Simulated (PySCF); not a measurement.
## Correlation energy of In (indium, neutral)

[Kr] 4d10 5s2 5d1, 2D determinant (an excited configuration). Calculation: PySCF 2.14, in aug-cc-pVQZ-DK3; the spin-free X2C one-electron Hamiltonian (Gaussian nucleus). Frozen: [Kr] 4d10; 3 electrons correlated.

```csv
level,correlation energy (mhartree)
CCSD,-42.55
(T),-1.67
CCSD(T),-44.22
```

Diagnostics: T1 = 0.042, D1 = 0.1035, largest double amplitude 0.173.

The outer electron is Rydberg-like, and this basis confines it to a smaller radius and binds it less than a complete one would. T1 exceeds 0.03, a sign that the reference determinant is poor. A double-excitation amplitude exceeds 0.15, a sign of near-degeneracy.

Cost of the coupled-cluster step: about 17 core-seconds, for 3 correlated electrons.
